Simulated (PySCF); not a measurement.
# GeH: frontier orbitals

PBE at R = 1.603 Å; PySCF, no relativity, basis sets Ge def2-TZVPP, H def2-TZVPP. State: ²Π (doublet), unpaired electrons π ↑. Only the outer orbitals are listed, counted within each symmetry.

```tsv
spin	orbital	occ.	ε (eV)	on Ge (%)	main shells (%)
α	1δ	1	-30.10	100	100 Ge d
α	1δ	1	-30.05	100	100 Ge d
α	3π	1	-29.96	100	100 Ge d
α	6σ	1	-29.76	100	100 Ge d
α	3π	1	-29.73	100	100 Ge d
α	7σ	1	-12.38	85	82 Ge s, 15 H s
α	8σ	1	-6.63	64	48 Ge p, 36 H s, 15 Ge s
α	4π	1	-4.26	99	99 Ge p
α	4π	0	-4.06	99	99 Ge p
α	9σ	0	0.53	50	52 Ge p, 52 H s
α	10σ	0	3.75	35	64 H s, 37 Ge d, 8 Ge s
β	1δ	1	-30.06	100	100 Ge d
β	3π	1	-29.95	100	100 Ge d
β	1δ	1	-29.94	100	100 Ge d
β	6σ	1	-29.65	100	100 Ge d
β	3π	1	-29.63	100	100 Ge d
β	7σ	1	-11.80	81	78 Ge s, 18 H s
β	8σ	1	-6.39	64	44 Ge p, 36 H s, 18 Ge s
β	4π	0	-3.69	99	99 Ge p
β	4π	0	-2.78	99	99 Ge p
β	9σ	0	0.77	51	53 Ge p, 51 H s
```

Question: Which are the highest filled and the lowest empty level, where do they sit, and how wide is the gap?

Answer: Highest filled α 4π at -4.26 eV (in %: 99 Ge p); lowest empty α 4π at -4.06 eV (in %: 99 Ge p); the gap at PBE is 0.20 eV. Both belong to one degenerate shell, split only by its one-sided filling, so this is no excitation gap.

```
bond order (Mayer)                              : 0.96
⟨S²⟩                                            : 0.753
charge on Ge (Mulliken, basis-dependent)        : 0.05
charge on Ge (Löwdin, basis-dependent)          : 0.21
dipole moment (positive dipole means Ge(−)H(+)) : -0.18 D
polarisability along the bond                   : 40.1 bohr³
polarisability across the bond                  : 29.0 bohr³
```

Spin–orbit coupling is left out. The state was picked by a PBE0 search and need not be the measured ground state.
